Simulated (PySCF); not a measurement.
**Spin states and ions at one geometry of PbCl2(NH3)**

PySCF 2.14.0, RKS PBE, Pb def2-SVP with ECP60, Cl def2-SVP, N def2-SVP, H def2-SVP; non-relativistic Hamiltonian with scalar-relativistic core potentials where named; density fitting; no spin-orbit coupling; singlets restricted, open shells unrestricted. The geometry is relaxed for charge 0, singlet, vacuum:

```xyz
7

Pb   -0.0036   -0.0062    1.1372
Cl    1.8082   -0.8146   -0.4809
Cl   -1.6096    1.1587   -0.4809
N    -1.1635   -2.0152    0.1375
H    -1.6175   -2.8015    0.6196
H    -1.8494   -1.5338   -0.4662
H    -0.4037   -2.3685   -0.4662
```

Energies count from the relaxed state; an electron taken off or put on is at rest in vacuum. Charges and spins are Mulliken's.

```tsv
state	energy (eV)	spin squared	charge on Pb1 (e)	spin on Pb1 (e)	dipole about the centre of mass (D)
charge 0, singlet, vacuum	0.00	0.00	0.57	0.00	5.37
charge 0, triplet, vacuum	4.21	2.00	0.24	1.16	4.35
charge -1, doublet, vacuum	0.47	0.75	-0.08	0.88	4.22
```

What does the state charge +1, doublet, vacuum give?

energy (eV) 9.07, spin squared 0.75, charge on Pb1 (e) 0.86, spin on Pb1 (e) 0.12, dipole about the centre of mass (D) 4.64.

With an electron taken off (doublet) the charges change, summed by element, by Pb +0.29 e, Cl +0.59 e, N +0.00 e, H +0.12 e. The vertical ionisation energy is 9.07 eV, against −ε(HOMO) = 6.13 eV of the relaxed state. The level lies 2.9 eV too high, as is usual for semilocal functionals and global hybrids, which keep a self-interaction error.

With an electron put on (doublet) the charges change, summed by element, by Pb -0.65 e, Cl -0.22 e, N +0.08 e, H -0.21 e. The vertical electron affinity is -0.47 eV, against −ε(LUMO) = 2.02 eV of the relaxed state. The basis has no diffuse functions, which an added electron needs. The added electron's level lies above zero.

Open shells may have lower solutions than those found. Hard to converge, so the more doubtful: charge +1, doublet, vacuum.
